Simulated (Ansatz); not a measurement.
Process, species as SMILES: OB(O)O[SiH3] + 2 B (BH3) + O (H2O) -> 3 BO (H3BO) + O[SiH3]
Each molecule is optimised on its own at B3LYP-D3(BJ)/def2-TZVP (Ansatz, a program for electronic structure), one conformer each, not searched for the lowest.
Geometry of the first species:
SMILES: OB(O)O[SiH3]
```xyz
10

O     -0.9525     0.5204     1.2832
B     -0.8436    -0.3860     0.2505
O     -1.7688    -1.3534    -0.0438
O      0.2609    -0.3214    -0.5386
Si     1.5870     0.6615    -0.5390
H     -1.7397     0.4585     1.8291
H     -2.5412    -1.3823     0.5251
H      1.1905     2.0735    -0.7389
H      2.4408     0.2216    -1.6614
H      2.3325     0.5333     0.7334
```

Quantity: bond separation energy (electronic energy difference), in kJ/mol. Valence correlation only, unless marked. No spin-orbit coupling. No relativistic terms. CBS(X,Y): correlation extrapolated as X^-3; Hartree-Fock from the larger set.

| level | program | bond separation energy (kJ/mol) |
|---|---|---|
| BLYP-D3(BJ)/def2-TZVPD | Ansatz + dftd3 | -63.3 |
| revPBE-D4/def2-TZVPD | Ansatz + dftd4 | -59.1 |

What does CCSD(T)/CBS(aug-cc-pV(T+d)Z,aug-cc-pV(Q+d)Z) (Ansatz) give?

-46.6 kJ/mol, so revPBE-D4/def2-TZVPD differs from it by -12.5 kJ/mol.
